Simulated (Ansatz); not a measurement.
Start from `NC1=C[Te]1` and change one atom or group to get `[SiH3]CC1=C[Te]1`.

Ansatz, PBE0-D4/def2-TZVP geometries, multiplicity 1. Each molecule was computed in one conformer, which needn't be the lowest.

Elements past krypton have def2 core potentials.

| property | `NC1=C[Te]1` |
| --- | --- |
| HOMO energy (ωB97M-V/def2-TZVPP) / eV | -7.06 |
| HOMO energy (PBE/def2-TZVPP) / eV | -3.99 |
| HOMO energy (PBE0/def2-TZVPP) / eV | -4.99 |
| LUMO energy (B3LYP/def2-TZVPP) / eV | -1.28 |
| size of the dipole moment (PBE/def2-TZVPP) / D | 3.15 |
| HOMO–LUMO gap (PBE0/def2-TZVPP) / eV | 3.93 |

(1) Give the same properties after the change, and the shifts. (Best estimate.)

Results:

(1) The calculation gave: 
| property | `[SiH3]CC1=C[Te]1` | shift |
| --- | --- | --- |
| HOMO energy (ωB97M-V/def2-TZVPP) / eV | -7.29 | -0.23 |
| HOMO energy (PBE/def2-TZVPP) / eV | -4.24 | -0.25 |
| HOMO energy (PBE0/def2-TZVPP) / eV | -5.22 | -0.23 |
| LUMO energy (B3LYP/def2-TZVPP) / eV | -1.21 | 0.07 |
| size of the dipole moment (PBE/def2-TZVPP) / D | 2.46 | -0.69 |
| HOMO–LUMO gap (PBE0/def2-TZVPP) / eV | 4.22 | 0.29 |

With PBE0 the HOMO falls by 0.23 eV and the LUMO rises by 0.06 eV, so the gap widens by about 0.29 eV. PBE moves the HOMO by -0.25 eV and ωB97M-V by -0.23 eV. Dipoles are sizes alone; their direction can turn.

B3LYP here is the variant with VWN-RPA as its local correlation; programs differ in this.

Spin–orbit coupling is left out; it splits and shifts lone-pair levels of the heavy atoms by tenths of an eV.
